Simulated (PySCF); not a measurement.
## As(9+) (arsenic, charge +9): PBEsol calculation

Configuration: [Ar] 3d6, high-spin 5D determinant. All numbers are calculated (PySCF 2.14, the spin-free X2C one-electron Hamiltonian (Gaussian nucleus), in an even-tempered Gaussian basis (20 s from 0.49 bohr⁻², ratio 2.5; 13 p from 0.64 bohr⁻², ratio 2.5; 9 d from 0.64 bohr⁻², ratio 2.5; 4 f from 3.5 bohr⁻², ratio 2.7; 4 g from 5.3 bohr⁻², ratio 2.7)).

| Property | Result |
| --- | --- |
| Total energy | -2228.030 hartree |
| One-electron energy | -2914.508 hartree |
| Hartree (Coulomb) energy | 762.339 hartree |
| Exchange-correlation energy | -75.861 hartree |
| ⟨S²⟩ | 6.0004 |
| ⟨L²⟩ | 6.002 |
| Sum of ⟨r⟩ | 9.596 bohr |
| Sum of ⟨r²⟩ | 5.758 bohr² |
| Traceless quadrupole moment −½Σ⟨3z² − r²⟩ along its main axis | 0.107 e·bohr² |
| Time after the integrals | 3.1 s of wall time on 2 threads of Neoverse-N1 (shared host) |

| shell | electrons | mean orbital energy (hartree) | spread (hartree) | rms radius, mean of both spins (bohr) |
| --- | --- | --- | --- | --- |
| 1s α | 1 | -437.78757 | 0 | 0.0525 |
| 1s β | 1 | -437.78639 | 0 | 0.0525 |
| 2s α | 1 | -62.63262 | 0 | 0.220 |
| 2s β | 1 | -62.45670 | 0 | 0.220 |
| 2p α | 3 | -55.91693 | 0.07879 | 0.196 |
| 2p β | 3 | -55.78479 | 0.04460 | 0.196 |
| 3s α | 1 | -14.34456 | 0 | 0.613 |
| 3s β | 1 | -14.07556 | 0 | 0.613 |
| 3p α | 3 | -12.23227 | 0.11867 | 0.625 |
| 3p β | 3 | -11.96442 | 0.04753 | 0.625 |
| 3d α | 5 | -8.79308 | 0.15146 | 0.623 |
| 3d β | 1 | -8.52152 | 0 | 0.623 |

Densities and radii are taken from the X2C orbitals without a picture-change correction, which distorts them close to the nucleus.
